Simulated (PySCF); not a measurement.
**A computed series [MI3(H2O)]−**

Computed with PySCF 2.14.0, PBE0, def2-SVP on the ligands, density fitting, scalar-relativistic core potentials, no spin-orbit coupling, vacuum. Each member is relaxed from one template within its symmetry. Distances are means of the shortest metal–ligand contacts, charges and spins Mulliken's; removal energies are rigid, with the ligand's formal charge and no counterpoise, so too large; for an anion taken off a cation in vacuum most of it is the attraction of opposite charges, and multiply charged cations can part far more cheaply with an electron moved from ligand to metal. lcecp potentials hold a fixed number of 4f electrons in the core, out of states, spins and gaps.

Question: Order these by the M–I distance, lowest first.
A. Eu, lcecp-0-SVP with ECP53
B. Pb, def2-SVP with ECP60
C. Nd, lcecp-0-SVP with ECP50

Answer: B (2.983), A (3.167), C (3.214).

Question: What else do they give?

Answer: 
| metal | basis on the metal | point group | M–I (Å) | M–H2O (Å) | charge on M (e) | removal of one I (eV) | strongest infrared band, degenerate modes summed (cm⁻¹) | unstable modes (below −25 cm⁻¹) |
| --- | --- | --- | --- | --- | --- | --- | --- | --- |
| Nd | lcecp-0-SVP with ECP50 | Cs | 3.214 | 2.620 | 0.61 | 2.99 | 591 | 0 |
| Eu | lcecp-0-SVP with ECP53 | Cs | 3.167 | 2.568 | 0.59 | 3.03 | 591 | 0 |
| Pb | def2-SVP with ECP60 | Cs | 2.983 | 3.265 | 0.50 | 2.35 | 520 | 0 |

One start shape was tried for each, so a minimum needn't be the lowest isomer. Oxidation states forced by the potential, rare, strongly oxidising or of another configuration in reality: [NdI3(H2O)]−.
